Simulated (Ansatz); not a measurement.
Geometry optimisation, Ansatz, RKS PBE/6-31G*.

The input (input.yaml):

```yaml
crystal:
  periodic: [false, false, false]
  atoms:
    - { symbol: Al, position_ang: [0.037411, 0.526202, -0.890715] }
    - { symbol: F, position_ang: [1.479403, -0.160934, 1.511133] }
    - { symbol: H, position_ang: [2.085836, 0.279247, 0.943118] }
    - { symbol: O, position_ang: [-1.452796, -0.354071, -0.826483] }
    - { symbol: Si, position_ang: [-2.799278, -1.329284, -0.796938] }
    - { symbol: H, position_ang: [-2.582286, -2.518231, 0.094428] }
    - { symbol: H, position_ang: [-3.992575, -0.571803, -0.288134] }
    - { symbol: H, position_ang: [-3.116915, -1.831428, -2.177509] }
basis:
  gaussian: { orbitals: "6-31G*" }
hamiltonian:
  xc: pbe
relax:
  f_tol: 0.03
  max_steps: 50
```

Command:

```bash
$ ansatz run input.yaml --threads 1 --pin off --max-ram 2048MiB --backend cpu --events-out ev --progress --plain --runs-dir out
```

Q: Where does it end, and by what steps?

A: The forces met the threshold. After 9 steps the energy has fallen by 0.066 eV; F2 moved furthest, 0.60 Å.

```csv
step,energy less start (eV),largest force component (eV/Å),accepted
0,0.0000,0.346,yes
1,-0.0199,0.858,yes
2,-0.0511,0.191,yes
3,-0.0580,0.185,yes
4,-0.0598,0.136,yes
5,-0.0604,0.315,yes
6,-0.0654,0.037,yes
7,-0.0658,0.033,yes
8,-0.0660,0.039,yes
9,-0.0661,0.004,yes
```

```xyz
8
Properties=species:S:1:pos:R:3
Al 0.128 0.599 -0.876
F 1.062 -0.304 1.108
H 1.833 0.252 1.021
O -1.312 -0.372 -0.797
Si -2.679 -1.306 -0.736
H -2.484 -2.499 0.159
H -3.844 -0.517 -0.206
H -3.046 -1.813 -2.103
```

Whether the end is a true minimum wasn't checked by a vibrational analysis.

Time of the run: 9.9 s on 1 thread of AMD EPYC 9R45 96-Core Processor (Zen 5), with other jobs on the host, peak memory 0.17 GiB.
